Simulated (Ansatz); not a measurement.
Geometry optimisation, RKS BHLYP-D4/def2-mTZVP (Ansatz 0.2.0).

The input (input.yaml):

```yaml
crystal:
  periodic: [false, false, false]
  atoms:
    - { symbol: C, position_ang: [0.3407, 0.7193, -0.8539] }
    - { symbol: B, position_ang: [-0.1641, -0.5027, -0.0202] }
    - { symbol: O, position_ang: [-1.35695, -1.17944, -0.45208] }
    - { symbol: Se, position_ang: [0.77537, -1.13948, 1.55394] }
    - { symbol: H, position_ang: [0.2845, 1.6576, -0.2356] }
    - { symbol: H, position_ang: [-0.4087, 0.9276, -1.7143] }
    - { symbol: H, position_ang: [1.3443, 0.6093, -1.2564] }
    - { symbol: H, position_ang: [-1.03038, -1.88765, -1.13762] }
    - { symbol: H, position_ang: [1.69835, -2.10416, 0.76133] }
basis:
  gaussian: { orbitals: def2-mTZVP }
hamiltonian:
  xc: { name: BHLYP }
  dispersion: d4
relax:
  f_tol: 0.015
  max_steps: 40
```

Run as:

```bash
$ ansatz run input.yaml --threads 2 --pin off --max-ram 3072MiB --backend cpu --events-out ev --progress --plain --runs-dir out
```

Question: Where does it end, and by what steps?

Answer: The run converged. The force dipped under the threshold on the way, but the program's further checks kept it going. After 25 steps the energy has fallen by 1.567 eV; H9 moved furthest, 1.24 Å.

| step | energy less start (eV) | largest force component (eV/Å) | accepted |
| --- | --- | --- | --- |
| 0 | 0.0000 | 3.079 | yes |
| 1 | -0.3948 | 2.249 | yes |
| 2 | -0.5719 | 1.759 | yes |
| 3 | -0.7303 | 2.004 | yes |
| 4 | -1.0384 | 0.862 | yes |
| 5 | -1.1667 | 0.958 | yes |
| 6 | -1.2811 | 1.414 | yes |
| 7 | -1.4092 | 0.792 | yes |
| 8 | -1.5077 | 0.378 | yes |
| 9 | -1.5425 | 0.662 | yes |
| 10 | -1.5328 | 0.530 | no |
| 11 | -1.5631 | 0.107 | yes |
| 12 | -1.5646 | 0.047 | yes |
| 13 | -1.5651 | 0.027 | yes |
| 14 | -1.5651 | 0.120 | yes |
| 15 | -1.5657 | 0.047 | yes |
| 16 | -1.5660 | 0.003 | yes |
| 17 | -1.5660 | 0.092 | yes |
| 18 | -1.5657 | 0.098 | no |
| 19 | -1.5666 | 0.024 | yes |
| 20 | -1.5667 | 0.003 | yes |
| 21 | -1.5668 | 0.013 | yes |
| 22 | -1.5664 | 0.122 | no |
| 23 | -1.5669 | 0.016 | yes |
| 24 | -1.5669 | 0.051 | no |
| 25 | -1.5670 | 0.013 | yes |

```xyz
9
Properties=species:S:1:pos:R:3
C 0.197 0.780 -0.858
B 0.172 -0.634 -0.186
O -0.498 -1.683 -0.711
Se 1.159 -0.930 1.476
H 0.647 1.551 -0.246
H -0.806 1.110 -1.117
H 0.762 0.739 -1.788
H -0.962 -1.484 -1.523
H 0.813 -2.348 1.598
```

The run took 90 s on 2 threads of Arm Neoverse V1, with other jobs on the host, peak memory 0.26 GiB.
